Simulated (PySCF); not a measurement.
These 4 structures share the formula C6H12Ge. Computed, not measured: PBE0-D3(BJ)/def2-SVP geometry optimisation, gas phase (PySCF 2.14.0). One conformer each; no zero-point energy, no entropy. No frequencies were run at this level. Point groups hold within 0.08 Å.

Problem. Order them by energy at this level, lowest first, and give relative energies in kcal/mol.
A. `[CH3:1][CH2:2][C:3]1=[CH:4][CH2:5][GeH2:6][CH2:7]1` with C1–C2–C3–C4 -116°
B. `[CH2:1]=[C:2]([CH3:3])[C@@H:4]1[CH2:5][C@H:6]1[GeH3:7]` with C1–C2–C4–C5 32°
C. `[CH2:1]=[C:2]([CH3:3])[C@@H:4]1[CH2:5][C@@H:6]1[GeH3:7]` with C1–C2–C4–C5 -13°
D. `[CH3:1][CH:2]([CH3:3])[CH2:4][C:5]#[C:6][GeH3:7]` with C1–C2–C4–C5 63°

Solution. A (0.0), C (28.7), B (29.6), D (34.2).

As drawn, the lowest has a C=C bond outside aromatic rings, which the highest lacks; the highest has a C≡C bond, which the lowest lacks. Neighbours under 2.5 kcal/mol apart (C=C(C)[C@@H]1C[C@@H]1[GeH3] and C=C(C)[C@@H]1C[C@H]1[GeH3]) can change places with a better method, another conformer or zero-point energy. C=C(C)[C@@H]1C[C@@H]1[GeH3] and C=C(C)[C@@H]1C[C@H]1[GeH3] are stereoisomers, 0.9 kcal/mol apart in the conformers taken.

| SMILES | E (Eh) | E rel (kcal/mol) | dipole (D) | point group | A, B, C (MHz) |
| --- | --- | --- | --- | --- | --- |
| CCC1=C[CH2][GeH2][CH2]1 | -2311.88854 | 0.0 | 0.53 | C1 | 3992, 985.1, 846.4 |
| C=C(C)[C@@H]1C[C@@H]1[GeH3] | -2311.84284 | 28.7 | 0.99 | C1 | 2551, 1163, 1008 |
| C=C(C)[C@@H]1C[C@H]1[GeH3] | -2311.84141 | 29.6 | 0.51 | C1 | 4017, 742.1, 697.1 |
| CC(C)CC#[C][GeH3] | -2311.83396 | 34.2 | 1.08 | – | 4108, 545.4, 542.6 |

Problem. How do the relative energies change in single points at wB97X-D/def2-SVPD (no added dispersion term) on the same geometries?

Solution. 
```csv
SMILES,PBE0-D3(BJ)/def2-SVP (kcal/mol),wB97X-D/def2-SVPD (kcal/mol),shift
CCC1=C[CH2][GeH2][CH2]1,0.0,0.0,0.0
C=C(C)[C@@H]1C[C@@H]1[GeH3],28.7,28.5,-0.2
C=C(C)[C@@H]1C[C@H]1[GeH3],29.6,28.8,-0.8
CC(C)CC#[C][GeH3],34.2,31.0,-3.2
```

Each column counts from its own lowest isomer. The order is unchanged; the largest shift is 3.2 kcal/mol.
